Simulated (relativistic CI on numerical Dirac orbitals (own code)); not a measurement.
Fe3+ in a cubic cluster: 2p photoemission with charge transfer

Computed with a charge-transfer multiplet model of a cubic metal-ligand cluster with up to one ligand hole, Slater and spin-orbit integrals from Dirac-Coulomb-Breit ions, Slater integrals scaled by 0.7. The ground state mixes d5 with configurations of k ligand holes L, whose averages lie at kΔ + k(k − 1)U_dd/2; a core hole lowers each added d electron by U_cd. 20 K, Lorentzian 0.6 eV and Gaussian 0.8 eV FWHM.

Atomic integrals in eV (Slater integrals scaled, ζ unscaled), ground: F2dd 8.389, F4dd 5.243, zeta_d 0.056; with the core hole: F2dd 9.601, F4dd 6.036, zeta_d 0.083, zeta_core 8.126, F2cd 5.696, G1cd 4.365, G3cd 2.483.

Cluster parameters (eV): Δ = 2.4, U_dd = 5.9, U_cd = 7.6, 10Dq(ligand) = 0.7, V(eg) = 2.9, V(t2g) = -1.43, final-state hopping factor = 1.

| Case | n_d | d5 | d6L | S |
| --- | --- | --- | --- | --- |
| 10Dq = 0.4 eV | 5.29 | 0.71 | 0.29 | 2.50 |
| 10Dq = 1 eV | 5.28 | 0.72 | 0.28 | 2.50 |
| 10Dq = 1.3 eV | 5.28 | 0.72 | 0.28 | 2.50 |

Weights, n_d and S are thermal averages at 20 K. Binding energies count from the first peak over 30 % of the highest in each spectrum, which can be another peak from case to case. The parameters are a model scan and need not match a compound or its usual spin state. Peaks in eV (height, largest 100):
- 10Dq = 0.4 eV: 0.0 (100), 9.9 (15), 11.3 (14), 13.6 (51), 14.6 (52), 23.7 (7), 24.9 (9)
- 10Dq = 1 eV: 0.0 (100), 6.7 (12), 9.9 (15), 11.2 (14), 13.7 (50), 14.6 (50), 23.6 (7), 24.9 (9)
- 10Dq = 1.3 eV: 0.0 (100), 6.6 (11), 9.9 (15), 11.2 (14), 13.6 (49), 14.6 (50), 23.6 (7), 24.8 (9)

For the case 10Dq = 1 eV, Δ = 2.4 eV is smaller than U_dd = 5.9 eV, the charge-transfer side of the Zaanen-Sawatzky-Allen scheme. With the core hole the average of the configuration with one ligand hole lies at Δ − U_cd = -5.2 eV before mixing: the effective hopping of about 4.6 eV (from the holes of the mixed ground state) is comparable with this gap or larger, so the configurations mix strongly.

With at most 1 ligand hole the space is cut while the next configuration still counts, so covalency is underestimated, and a final configuration with one more ligand hole, which can lie low, is missing from the spectra.
